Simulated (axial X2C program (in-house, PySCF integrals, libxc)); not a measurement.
## TeCN⁻: properties at the nuclei

Computed with an in-house all-electron X2C program for linear molecules (integrals from PySCF): two-component X2C with atomic mean-field Coulomb and Gaunt terms, Gaussian nuclei, basis Te dyall-v3z, C dyall-v3z, N dyall-av3z with contracted cores.

Te–C–N held linear, with bonds 2.045 and 1.165 Å (near the PBE0 minimum at charge -1 of the determinant lowest at the starting distance; the state shown can have its own minimum elsewhere, held linear; other orders of the atoms were not compared).

Input and command:
```json
{"zs": [52, 6, 7], "q": -1, "bas": ["dyall-v3z", "dyall-v3z", "dyall-av3z"], "r0": [2.06, 1.16], "symm": 0, "scan": ["PBE0", "HF", "B3LYP"], "levels": ["PBE0", "HF", "B3LYP"], "nst": 2}
```
```bash
python solin.py task.json out
```

Keys: zs atomic numbers; q charge; bas basis sets; r0 starting distance in Å; symm equal bonds; scan levels of the two-bond scan; levels methods; nst determinants followed.

Determinant lowest in the PBE0 search, Ω = 0 (closed shell), highest spinor 84% Te p, 8% N p, 5% C d:

```
level  qzz Te (a.u.)  qzz C (a.u.)  qzz N (a.u.)
 PBE0          10.90         -0.43         -0.81
   HF          12.27         -0.59         -0.98
B3LYP          11.13         -0.45         -0.83
```

qzz is the electric field gradient, eQq0 = 234.96 MHz × Q/barn × qzz. The operators were transformed with the bare-nucleus X2C matrices; with these basis sets, hyperfine constants and field gradients can be off by tens of per cent, and where levels differ in sign neither size nor sign is settled.

Q: With Q(14N) = 0.02044 barn (Q from Pyykkö, Mol. Phys. 2018), turn the PBE0 values of the first state into constants in MHz.

A: eQq0(14N) = 234.96 × (0.02044) × (-0.81) = -3.89 MHz.

The molecule was held linear; bending was not examined, so a bent shape may lie lower.

Each state is one determinant with collinear spin. For an anion, determinants above electron detachment, or with a positive highest level, are held by the basis set. The search compared states at one distance, so a state with another bond length can lie lower.
